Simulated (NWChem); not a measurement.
System: C4H5F; SMILES C(=C\C=C)/F

NWChem input:

```
start job
memory heap 200 mb stack 900 mb global 1100 mb
geometry units angstroms noautosym nocenter noautoz
  C     -0.268389     2.451935     0.000000
  C      0.378164     1.277086     0.000000
  C     -0.276093    -0.021655     0.000000
  C      0.403516    -1.171580     0.000000
  F     -0.214384    -2.366373     0.000000
  H     -1.354577     2.506001     0.000000
  H      0.267724     3.395770     0.000000
  H      1.468474     1.271879     0.000000
  H     -1.363441    -0.058783     0.000000
  H      1.486201    -1.265385     0.000000
end
basis spherical
  * library 6-31g*
end
dft
  xc b3lyp
  iterations 150
end
property
  shielding
end
task dft property
```

Parts of the log:

```
             Northwest Computational Chemistry Package (NWChem) 7.3.0
             --------------------------------------------------------

                             Geometry "geometry" -> ""
                             -------------------------

 Output coordinates in angstroms (scale by  1.889725989 to convert to a.u.)

  No.       Tag          Charge          X              Y              Z
 ---- ---------------- ---------- -------------- -------------- --------------
    1 C                    6.0000    -0.26838900     2.45193500     0.00000000
    2 C                    6.0000     0.37816400     1.27708600     0.00000000
    3 C                    6.0000    -0.27609300    -0.02165500     0.00000000
    4 C                    6.0000     0.40351600    -1.17158000     0.00000000
    5 F                    9.0000    -0.21438400    -2.36637300     0.00000000
    6 H                    1.0000    -1.35457700     2.50600100     0.00000000
    7 H                    1.0000     0.26772400     3.39577000     0.00000000
    8 H                    1.0000     1.46847400     1.27187900     0.00000000
    9 H                    1.0000    -1.36344100    -0.05878300     0.00000000
   10 H                    1.0000     1.48620100    -1.26538500     0.00000000

 Effective nuclear repulsion energy (a.u.)     151.0838903028

                              NWChem Property Module
                              ----------------------

  itol2e modified to match energy
  convergence criterion.

                                 NWChem DFT Module
                                 -----------------

 Summary of "ao basis" -> "ao basis" (spherical)
 ------------------------------------------------------------------------------
       Tag                 Description            Shells   Functions and Types
 ---------------- ------------------------------  ------  ---------------------
 C                           6-31g*                  6       14   3s2p1d
 F                           6-31g*                  6       14   3s2p1d
 H                           6-31g*                  2        2   2s

  itol2e modified to match energy
  convergence criterion.

            General Information
            -------------------
          SCF calculation type: DFT
          Wavefunction type:  closed shell.
          No. of atoms     :    10
          No. of electrons :    38
           Alpha electrons :    19
            Beta electrons :    19
          Charge           :     0
          Spin multiplicity:     1
          Use of symmetry is: off; symmetry adaption is: off
          Maximum number of iterations: 150
          AO basis - number of functions:    80
                     number of shells:    40
          Convergence on energy requested:  1.00D-07
          Convergence on density requested:  1.00D-05
          Convergence on gradient requested:  5.00D-04

              XC Information
              --------------
                         B3LYP Method XC Potential
                     Hartree-Fock (Exact) Exchange  0.200
                        Slater Exchange Functional  0.800 local
                    Becke 1988 Exchange Functional  0.720 non-local
              Lee-Yang-Parr Correlation Functional  0.810
                  VWN I RPA Correlation Functional  0.190 local

             Grid Information
             ----------------
          Grid used for XC integration:  fine
          Radial quadrature: Mura-Knowles
          Angular quadrature: Lebedev.
          Tag              B.-S. Rad. Rad. Pts. Rad. Cut. Ang. Pts.
          ---              ---------- --------- --------- ---------
          C                   0.70       70          11.0       590
          F                   0.50       70          12.0       590
          H                   0.35       60          12.0       590
          Grid pruning is: on
          Number of quadrature shells:   650
          Spatial weights used:  Erf1

      Superposition of Atomic Density Guess
      -------------------------------------

 Sum of atomic energies:        -252.50451131

      Non-variational initial energy
      ------------------------------

 Total energy =    -255.130027
 1-e energy   =    -643.203640
 2-e energy   =     236.989723
 HOMO         =      -0.237445
 LUMO         =      -0.001178

   convergence    iter        energy       DeltaE   RMS-Dens  Diis-err
 ---------------- ----- ----------------- --------- --------- ---------
 d= 0,ls=0.0,diis     1   -255.1422114671 -4.06D+02  1.30D-02  6.29D-01
 d= 0,ls=0.0,diis     2   -255.1193551299  2.29D-02  8.39D-03  8.82D-01
 d= 0,ls=0.0,diis     3   -255.2088504195 -8.95D-02  2.98D-03  7.17D-02
 d= 0,ls=0.0,diis     4   -255.2166015478 -7.75D-03  1.12D-03  1.47D-02
 d= 0,ls=0.0,diis     5   -255.2185327417 -1.93D-03  1.96D-04  5.45D-04
  Resetting Diis
 d= 0,ls=0.0,diis     6   -255.2185777765 -4.50D-05  5.71D-05  2.79D-05
 d= 0,ls=0.0,diis     7   -255.2185814361 -3.66D-06  1.83D-05  7.20D-07
 d= 0,ls=0.0,diis     8   -255.2185813161  1.20D-07  1.14D-05  1.64D-06
 d= 0,ls=0.0,diis     9   -255.2185815310 -2.15D-07  1.74D-06  4.45D-08
 d= 0,ls=0.0,diis    10   -255.2185815362 -5.19D-09  4.02D-07  1.65D-09

         Total DFT energy =     -255.218581536201
      One electron energy =     -646.693292091806
           Coulomb energy =      274.410682078488
    Exchange-Corr. energy =      -34.019861825684
 Nuclear repulsion energy =      151.083890302802

 Numeric. integr. density =       38.000001624741

                       DFT Final Molecular Orbital Analysis
                       ------------------------------------

 Vector   17  Occ=2.000000D+00  E=-3.609468D-01
              MO Center=  4.1D-04,  1.4D+00, -5.6D-12, r^2= 3.8D+00
   Bfn.  Coefficient  Atom+Function         Bfn.  Coefficient  Atom+Function
  ----- ------------  ---------------      ----- ------------  ---------------
    17     -0.268131   2 C  px                3      0.254948   1 C  px
    32      0.225695   3 C  py               76     -0.200211   8 H  s
    75     -0.196000   8 H  s                72     -0.189280   6 H  s
    71     -0.182610   6 H  s                73      0.173894   7 H  s
    74      0.168055   7 H  s                59     -0.149531   5 F  px

 Vector   18  Occ=2.000000D+00  E=-3.206307D-01
              MO Center=  2.2D-02,  6.3D-01, -1.6D-10, r^2= 2.7D+00
   Bfn.  Coefficient  Atom+Function         Bfn.  Coefficient  Atom+Function
  ----- ------------  ---------------      ----- ------------  ---------------
    19      0.338912   2 C  pz               33      0.311282   3 C  pz
     5      0.232644   1 C  pz               23      0.212912   2 C  pz
    37      0.203353   3 C  pz               61     -0.199958   5 F  pz
    47      0.166792   4 C  pz               65     -0.151192   5 F  pz
     9      0.148340   1 C  pz               51      0.080952   4 C  pz

[...]

          -----------------------------------------
          Chemical Shielding Tensors (GIAO, in ppm)
          -----------------------------------------

                                NWChem CPHF Module
                                ------------------

  scftype          =     RHF
  nclosed          =       19
  nopen            =        0
  variables        =     1159
  # of vectors     =        3
  tolerance        = 0.10D-03
  level shift      = 0.00D+00
  max iterations   =       50
  max subspace     =       30

 SCF residual:    1.9998725746718331E-005

Iterative solution of linear equations
  No. of variables     1159
  No. of equations        3
  Maximum subspace       30
        Iterations       50
       Convergence  1.0D-04

   iter   nsub   residual    time
   ----  ------  --------  ---------
     1      3    5.05D-01      37.3
     2      6    2.05D-02      39.6
     3      9    1.66D-03      42.1
     4     12    5.64D-05      44.6

      Atom:    1  C
        Diamagnetic
    261.9747     -2.0691      0.0000
     -2.0691    266.9816     -0.0000
      0.0000     -0.0000    245.4223

        Paramagnetic
   -253.9797    -41.3649      0.0000
    -41.3649   -204.0300     -0.0000
      0.0000     -0.0000    -79.4795

        Total Shielding Tensor
      7.9950    -43.4340      0.0000
    -43.4340     62.9516     -0.0000
      0.0000     -0.0000    165.9428

           isotropic =      78.9631
          anisotropy =     130.4695

          Principal Components and Axis System
                 1           2           3
              165.9428     86.8694    -15.9229

      1         0.0000     -0.4824      0.8760
      2        -0.0000      0.8760      0.4824
      3         1.0000      0.0000     -0.0000

      Atom:    2  C
        Diamagnetic
    257.2469      0.3935      0.0000
      0.3935    267.9890      0.0000
      0.0000      0.0000    237.2228

        Paramagnetic
   -277.3755    -38.4552     -0.0000
    -38.4552   -213.8622     -0.0000
     -0.0000     -0.0000    -70.0780

        Total Shielding Tensor
    -20.1286    -38.0617      0.0000
    -38.0617     54.1268     -0.0000
      0.0000     -0.0000    167.1448

           isotropic =      67.0476
          anisotropy =     150.1457

          Principal Components and Axis System
                 1           2           3
              167.1448     70.1701    -36.1719

      1         0.0000     -0.3884      0.9215
      2        -0.0000      0.9215      0.3884
      3         1.0000      0.0000     -0.0000

      Atom:    3  C
        Diamagnetic
    259.1364      1.6457      0.0000
      1.6457    270.7666      0.0000
      0.0000      0.0000    238.9094

        Paramagnetic
   -233.1982    -42.6399     -0.0000
    -42.6399   -203.3167     -0.0000
     -0.0000     -0.0000    -87.1840

        Total Shielding Tensor
     25.9381    -40.9942      0.0000
    -40.9942     67.4499      0.0000
      0.0000      0.0000    151.7253

           isotropic =      81.7045
          anisotropy =     105.0313

          Principal Components and Axis System
                 1           2           3
              151.7253     92.6433      0.7448

      1         0.0000     -0.5236      0.8520
      2         0.0000      0.8520      0.5236
      3         1.0000     -0.0000     -0.0000

      Atom:    4  C
        Diamagnetic
    255.5588      0.7922     -0.0000
      0.7922    267.1512      0.0000
     -0.0000      0.0000    235.0843

        Paramagnetic
   -270.2671    -44.9931     -0.0000
    -44.9931   -215.5269     -0.0000
     -0.0000     -0.0000   -146.9798

        Total Shielding Tensor
    -14.7083    -44.2009     -0.0000
    -44.2009     51.6243      0.0000
     -0.0000      0.0000     88.1045

           isotropic =      41.6735
          anisotropy =      69.6465

          Principal Components and Axis System
                 1           2           3
               88.1045     73.7185    -36.8025

      1        -0.0000     -0.4471      0.8945
      2         0.0000      0.8945      0.4471
      3         1.0000     -0.0000      0.0000

      Atom:    5  F
        Diamagnetic
    468.4801     12.2822     -0.0000
     12.2822    486.9707      0.0000
     -0.0000      0.0000    464.5922

        Paramagnetic
   -225.1607     18.6050      0.0000
     18.6050   -231.7178     -0.0000
      0.0000     -0.0000    -65.0499

        Total Shielding Tensor
    243.3194     30.8872      0.0000
     30.8872    255.2529     -0.0000
      0.0000     -0.0000    399.5422

           isotropic =     299.3715
          anisotropy =     150.2561

          Principal Components and Axis System
                 1           2           3
              399.5422    280.7444    217.8280

      1         0.0000      0.6365      0.7713
      2         0.0000      0.7713     -0.6365
      3         1.0000     -0.0000     -0.0000

      Atom:    6  H
        Diamagnetic
     40.7029     -2.7672      0.0000
     -2.7672     28.6701     -0.0000
      0.0000     -0.0000     23.0980

        Paramagnetic
    -15.0235      0.4588     -0.0000
      0.4588      0.7016      0.0000
     -0.0000      0.0000      3.2086

        Total Shielding Tensor
     25.6793     -2.3084      0.0000
     -2.3084     29.3717      0.0000
      0.0000      0.0000     26.3066

           isotropic =      27.1192
          anisotropy =       5.0432

          Principal Components and Axis System
                 1           2           3
               30.4813     26.3066     24.5697

      1        -0.4332      0.0000      0.9013
      2         0.9013      0.0000      0.4332
      3        -0.0000      1.0000     -0.0000

      Atom:    7  H
        Diamagnetic
     28.4609      6.0903      0.0000
      6.0903     40.0167     -0.0000
      0.0000     -0.0000     23.4451

        Paramagnetic
     -2.8462     -7.8727     -0.0000
     -7.8727    -10.4162     -0.0000
     -0.0000     -0.0000      3.0138

        Total Shielding Tensor
     25.6147     -1.7825     -0.0000
     -1.7825     29.6005     -0.0000
     -0.0000     -0.0000     26.4589

           isotropic =      27.2247
          anisotropy =       4.5849

          Principal Components and Axis System
                 1           2           3
               30.2814     26.4589     24.9339

      1        -0.3568     -0.0000      0.9342
      2         0.9342     -0.0000      0.3568
      3        -0.0000      1.0000      0.0000

      Atom:    8  H
        Diamagnetic
     41.6968      0.9204      0.0000
      0.9204     28.1976      0.0000
      0.0000      0.0000     21.3616

        Paramagnetic
    -17.0614     -1.8372     -0.0000
     -1.8372      0.7190     -0.0000
     -0.0000     -0.0000      3.6344

        Total Shielding Tensor
     24.6354     -0.9168     -0.0000
     -0.9168     28.9166      0.0000
     -0.0000      0.0000     24.9960

           isotropic =      26.1827
          anisotropy =       4.3830

          Principal Components and Axis System
                 1           2           3
               29.1047     24.9960     24.4473

      1        -0.2009     -0.0000      0.9796
      2         0.9796     -0.0000      0.2009
      3         0.0000      1.0000      0.0000

      Atom:    9  H
        Diamagnetic
     41.1229      0.8394      0.0000
      0.8394     29.2588      0.0000
      0.0000      0.0000     20.5939

        Paramagnetic
    -16.3246     -2.4532     -0.0000
     -2.4532      0.0980     -0.0000
     -0.0000     -0.0000      4.6990

        Total Shielding Tensor
     24.7983     -1.6138      0.0000
     -1.6138     29.3567     -0.0000
      0.0000     -0.0000     25.2929

           isotropic =      26.4827
          anisotropy =       5.0814

          Principal Components and Axis System
                 1           2           3
               29.8702     25.2929     24.2848

      1        -0.3032     -0.0000      0.9529
      2         0.9529      0.0000      0.3032
      3        -0.0000      1.0000      0.0000

      Atom:   10  H
        Diamagnetic
     40.7458     -1.0754     -0.0000
     -1.0754     26.9670      0.0000
     -0.0000      0.0000     20.3242

        Paramagnetic
    -15.9580      0.9466     -0.0000
      0.9466      1.5249     -0.0000
     -0.0000     -0.0000      2.7580

        Total Shielding Tensor
     24.7877     -0.1289     -0.0000
     -0.1289     28.4919     -0.0000
     -0.0000     -0.0000     23.0822

           isotropic =      25.4539
          anisotropy =       4.5636

          Principal Components and Axis System
                 1           2           3
               28.4963     24.7832     23.0822

      1        -0.0347      0.9994      0.0000
      2         0.9994      0.0347      0.0000
      3        -0.0000     -0.0000      1.0000
```

Level: B3LYP/6-31G* (spherical d), GIAO. Coordinates come from a B3LYP/6-31G* (spherical d) optimisation. The printed shielding anisotropy is the first printed principal value minus the mean of the other two.
